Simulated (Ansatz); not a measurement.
`[CH3][GeH]([F])[F]` → `[CH3]`• + `[F][GeH][F]`• at 500 K and 1 bar (homolysis of the C–Ge bond).

Calculated with Ansatz (gas phase, PBE0-D4/def2-TZVP geometries, no zero-point term in ΔE). CBS: MP2 limit from def2 TZ/QZ plus the TZ coupled-cluster correction, frozen cores. This one scheme is used for every species. Open shells (•) are unrestricted, without spin–orbit coupling. For Ge outer-core shells are correlated without core-valence functions, which leaves a few kJ/mol of doubt a bond. Scalar relativity is left out up to krypton.

| species | CCSD(T)/CBS energy (Eh) | H − E (kJ/mol) | S (J/(mol·K)) |
| --- | --- | --- | --- |
| `[CH3][GeH]([F])[F]` | -2316.24489 | 168.3 | 377.4 |
| `[CH3]`• | -39.78218 | 97.2 | 216.4 |
| `[F][GeH][F]`• | -2276.31615 | 54.3 | 318.8 |

H − E and S are ideal-gas, rigid-rotor, harmonic terms from PBE0-D4/def2-TZVP, with the whole ground term of open shells counted as degenerate. 1 Eh = 2625.50 kJ/mol, R = 8.31446 J/(mol·K).

**Question.** By hand: ΔE, ΔH, ΔS and ΔG.

**Answer.** ΔE = (-39.78218) + (-2276.31615) − (-2316.24489) = 0.14656 Eh = 384.8 kJ/mol. Δ(H − E) = 97.2 + 54.3 − 168.3 = -16.8, so ΔH = 368.0 kJ/mol. ΔS = 216.4 + 318.8 − 377.4 = 157.8 J/(mol·K). ΔG = 368.0 − 500 × (157.8)/1000 = 289.1 kJ/mol.

**Question.** By hand: the equilibrium constant, and the temperature at which ΔG would vanish if ΔH and ΔS stayed fixed.

**Answer.** log₁₀ K = −ΔG/(RT ln 10) = -30.2. ΔG = 0 at ΔH/ΔS = 2332 K.

The number of gas molecules changes by +1, which sets the sign of ΔS. A doubt of 5 kJ/mol in ΔE shifts log₁₀ K by 0.5 here. These are equilibria of isolated gas molecules and say nothing of rates. Largest T1 diagnostic: 0.015 (customary marks: 0.02 for closed shells, 0.045 for open ones).
